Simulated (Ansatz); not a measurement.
Mulliken charges of CH3F2NbO, SMILES `[CH3][Nb](=[O])([F])[F]` from ωB97M-V/def2-TZVPP in Ansatz (PBE0-D4/def2-TZVP geometry).

```csv
atom,x (Å),y (Å),z (Å),charge (e)
C1,-0.962,-0.058,0.552,-0.520
Nb2,0.882,0.052,-0.520,1.365
O3,1.830,-1.146,0.191,-0.488
F4,0.553,-0.380,-2.304,-0.385
F5,1.645,1.725,-0.210,-0.385
H6,-1.399,-1.055,0.442,0.141
H7,-0.787,0.117,1.618,0.141
H8,-1.669,0.688,0.175,0.130
```

**Question.** By hand: the dipole of these point charges (1 e Å = 4.8032 D).

**Answer.** Σ q r = (-0.560, 0.100, 0.191) e Å, of length 0.600 e Å = 2.88 D.

**Question.** How does the dipole of the full density compare? (Estimate.)

**Answer.** The calculation gave: (-0.423, 0.192, 0.028) e Å, 2.24 D; the point charges give 1.29 times that, at 21° from its direction.

Point charges leave out the atoms' own dipoles, such as those of lone pairs, and Mulliken's split depends on the basis, so the two needn't agree.
